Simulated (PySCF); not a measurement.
Compound: 3-(trifluoromethyl)pyridine, C6H4F3N.
Bonds: F1–C2, C2–F3, C2–F4, C2–C5, C5–C6 (aromatic), C6–C7 (aromatic), C7–C8 (aromatic), C8–N9 (aromatic), N9–C10 (aromatic), C5–C10 (aromatic). Hydrogens: H11 on C6; H12 on C7; H13 on C8; H14 on C10.

Computed, not measured: PBE0-D3(BJ)/def2-SVP geometry optimisation, gas phase in PySCF.

Task: What internal coordinates does the optimisation give?

Result: 
| bond | length (Å) |
| --- | --- |
| F1–C2, C2–F3, C2–F4 | 1.336 |
| C2–C5 | 1.502 |
| C5–C6 | 1.393 |
| C6–C7 | 1.390 |
| C7–C8 | 1.395 |
| C8–N9 | 1.330 |
| N9–C10 | 1.328 |
| C5–C10 | 1.397 |
| C6–H11 | 1.092 |
| C7–H12 | 1.092 |
| C8–H13 | 1.096 |
| C10–H14 | 1.095 |

Bonds in one row agree within 0.01 Å and their mean is given. A selection of angles:
| angle | degrees |
| --- | --- |
| F1–C2–F3 | 107.1 |
| F1–C2–C5 | 111.3 |
| C2–C5–C6 | 120.9 |
| C2–C5–C10 | 120.4 |
| C6–C5–C10 | 118.6 |
| C5–C6–C7 | 118.4 |
| C5–C6–H11 | 120.3 |
| C7–C6–H11 | 121.3 |
| C6–C7–C8 | 118.4 |
| C6–C7–H12 | 121.1 |
| C8–C7–H12 | 120.5 |
| C7–C8–N9 | 123.5 |
| C7–C8–H13 | 120.1 |
| N9–C8–H13 | 116.4 |
| C8–N9–C10 | 118.0 |
| N9–C10–H14 | 116.9 |
| C5–C10–N9 | 123.1 |
| C5–C10–H14 | 120.0 |

Torsions: F1–C2–C5–C6 91° (anticlinal). The mirror-image conformer, all signs reversed, is as good.

All 3 C–F bonds measure 1.335 to 1.337 Å. The 6-membered ring C5–C6–C7–C8–N9–C10 has internal angles of 118.0° to 123.5°; it is planar, 0.00 Å rms from its mean plane, widest ring torsion 0°. Of the pairs four or more bonds apart, F3···H11 is among the closest relative to their van der Waals radii: 2.49 Å, 93 % of the sum of Bondi's values. The C–C distances run from 1.390 Å (C6–C7, aromatic) to 1.502 Å (C2–C5, drawn single), a spread of 0.112 Å.

Point group: C1 (no symmetry element, even within 0.4 Å). Not checked by PBE0-D3(BJ)/def2-SVP frequencies.

Time: 70 s of wall time. Hardware: an Arm Neoverse V1 with one thread (shared host). That covers the optimisation of the geometry.
